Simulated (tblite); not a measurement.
C₄H₁₂N₄Si.
Atom-mapped SMILES: `[CH3:1][NH:2][CH2:3][Si@@:4]([NH2:5])([C:6]#[N:7])[NH:8][CH3:9]` (hydrogens: H10, H11, H12 on C1; H13 on N2; H14, H15 on C3; H16, H17 on N5; H18 on N8; H19, H20, H21 on C9)

A start from a force field or distance geometry was refined with tblite 0.8.0, GFN2-xTB geometry optimisation, gas phase. Values at the start:

```json
{"coordinate": "C1–N2", "start": "1.450 Å"}
{"coordinate": "C1–H10", "start": "1.140 Å"}
{"coordinate": "C1–H11", "start": "1.109 Å"}
{"coordinate": "N2–C3", "start": "1.443 Å"}
{"coordinate": "N2–H13", "start": "1.035 Å"}
{"coordinate": "C3–Si4", "start": "1.834 Å"}
{"coordinate": "C3–H14", "start": "1.122 Å"}
{"coordinate": "C3–H15", "start": "1.131 Å"}
{"coordinate": "Si4–N5", "start": "1.784 Å"}
{"coordinate": "Si4–C6", "start": "1.811 Å"}
{"coordinate": "Si4–N8", "start": "1.791 Å"}
{"coordinate": "N5–H16", "start": "1.027 Å"}
{"coordinate": "C6≡N7", "start": "1.154 Å"}
{"coordinate": "N8–C9", "start": "1.440 Å"}
{"coordinate": "N8–H18", "start": "1.051 Å"}
{"coordinate": "C9–H19", "start": "1.091 Å"}
{"coordinate": "N2–C3–Si4", "start": "115.9°"}
{"coordinate": "C3–Si4–N5", "start": "114.5°"}
{"coordinate": "C3–Si4–C6", "start": "110.0°"}
{"coordinate": "C3–Si4–N8", "start": "108.3°"}
{"coordinate": "Si4–N8–C9", "start": "113.5°"}
{"coordinate": "N5–Si4–C6", "start": "107.3°"}
{"coordinate": "N5–Si4–N8", "start": "105.5°"}
{"coordinate": "C6–Si4–N8", "start": "111.2°"}
{"coordinate": "C1–N2–C3–Si4", "start": "-61°"}
{"coordinate": "N2–C3–Si4–N5", "start": "-50°"}
{"coordinate": "C3–Si4–N8–C9", "start": "-86°"}
```

Task: How do these coordinates change at the GFN2-xTB level?

Result: 
| coordinate | GFN2-xTB (Å or °) | change |
| --- | --- | --- |
| C3–Si4 | 1.914 | +0.080 |
| Si4–C6 | 1.883 | +0.072 |
| Si4–N8 | 1.720 | -0.071 |
| Si4–N5 | 1.716 | -0.068 |
| C1–H10 | 1.089 | -0.051 |
| N8–H18 | 1.008 | -0.043 |
| C3–H15 | 1.092 | -0.039 |
| N5–H16 | 1.006 | -0.021 |
| C3–H14 | 1.104 | -0.018 |
| N2–H13 | 1.017 | -0.018 |
| N2–C3 | 1.459 | +0.016 |
| C1–H11 | 1.101 | -0.008 |
| C6≡N7 | 1.146 | -0.008 |
| N8–C9 | 1.445 | +0.005 |
| C9–H19 | 1.088 | -0.003 |
| C1–N2 | 1.448 | -0.002 |
| Si4–N8–C9 | 124.7 | +11.2 |
| C3–Si4–N8 | 118.8 | +10.5 |
| C6–Si4–N8 | 102.1 | -9.1 |
| N5–Si4–C6 | 116.2 | +8.9 |
| C3–Si4–N5 | 105.9 | -8.6 |
| N2–C3–Si4 | 112.1 | -3.8 |
| C3–Si4–C6 | 108.0 | -2.0 |
| N5–Si4–N8 | 106.4 | +0.9 |
| C3–Si4–N8–C9 | -71 | +15 |
| C1–N2–C3–Si4 | -73 | -12 |
| N2–C3–Si4–N5 | -44 | +6 |

The energy falls by 19.8 kcal/mol over 111 L-BFGS steps, the largest force on an atom goes from 3.62 to 0.009 eV/Å, and the atoms move by 0.394 Å rms after alignment. The bond that changes most is C3–Si4 (sp3 carbon bound to nitrogen to four-coordinate silicon), which lengthens by 0.080 Å. Bonds longer at the end by more than 0.005 Å: 4 of 20; shorter: 14. Among the dihedrals that turn most is C3–Si4–N5–H17, from -106° to 173°. Rotational constants go from 1635, 1028, 888.8 to 1712, 980.9, 830.2 MHz.

Time: 1.8 s of wall time. Hardware: one thread, Arm Neoverse N1 (aarch64) (shared host).

Its GFN2-xTB frequencies are all real (lowest 42 cm⁻¹). One conformer, not necessarily the lowest. 3 starts were optimised and ended at 0.00, 0.23 and 0.49 kcal/mol (GFN2-xTB); the lowest of these is shown.

The numbers are calculated, not measured.
